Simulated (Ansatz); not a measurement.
Ansatz (an electronic-structure program) input (CCSD(T)/6-31G*):

Ansatz 0.2 input:
```yaml
crystal:
  periodic: [false, false, false]
  atoms:
    - {symbol: B, position_ang: [-0.61983440, 0.53918661, -0.87908408]}
    - {symbol: H, position_ang: [-1.31278863, 0.15274157, -1.78949853]}
    - {symbol: O, position_ang: [-0.51638791, 1.93167282, -0.84082765]}
    - {symbol: H, position_ang: [0.05269730, 2.13584912, -0.08487339]}
    - {symbol: Se, position_ang: [0.24971667, -0.60111489, 0.38224746]}
basis:
  gaussian:
    orbitals: 6-31G*
total_charge: -1
magnetization: {spin_polarized: false}
correlation: {method: ccsd_t, electrons: outside_noble_gas}
```

Output:

```
Functional definition: HF
integrals: 0.04 GiB planned
660 factors; integrals over basis functions are off by at most 9.1e-4 eV
mean field: 0.21 GiB planned
mean field evaluation 1: about -68036.0974 eV, gradient 2.3e1 eV
mean field evaluation 2: about -68036.1140 eV, gradient 2.3e1 eV
mean field evaluation 4: about -68038.0676 eV, gradient 2.7e0 eV
mean field evaluation 8: about -68038.0943 eV, gradient 1.9e-1 eV
mean field evaluation 16: about -68037.7180 eV, gradient 1.1e1 eV
mean field -68038.09457020 eV, -2500.3538575780 hartree, gradient 6.8e-7 eV, S^2 0.000000; 0 other end points of the search recorded, 0 dependent functions left out
16 core orbitals not correlated
reference -68038.09457020 eV, -2500.3538575780 hartree; 9, 9 occupied and 44, 44 virtual orbitals, 660 factors
second order -10.14791104 eV of doubles, -0.00000000 eV of singles
coupled cluster: 0.11 GiB planned
cycle   1  -10.42782537 eV  change   -2.8e-1 eV  update   8.5e-2
cycle   2  -10.69450371 eV  change   -2.7e-1 eV  update   2.5e-2
cycle   3  -10.76418803 eV  change   -7.0e-2 eV  update   1.5e-2
cycle   4  -10.75840528 eV  change    5.8e-3 eV  update   4.5e-3
cycle   5  -10.75747790 eV  change    9.3e-4 eV  update   1.4e-3
cycle   6  -10.75730328 eV  change    1.7e-4 eV  update   4.3e-4
cycle   7  -10.75705964 eV  change    2.4e-4 eV  update   1.4e-4
cycle   8  -10.75706961 eV  change   -1.0e-5 eV  update   7.0e-5
cycle   9  -10.75709059 eV  change   -2.1e-5 eV  update   2.4e-5
cycle  10  -10.75708361 eV  change    7.0e-6 eV  update   7.6e-6
perturbative correction -0.29802073 eV, -0.0109520597 hartree
Total energy: -68049.14967454 eV, -2500.7601251691 hartree
```

It need not be the lowest isomer of its formula. Whether it binds its extra electron was not tested at this geometry.
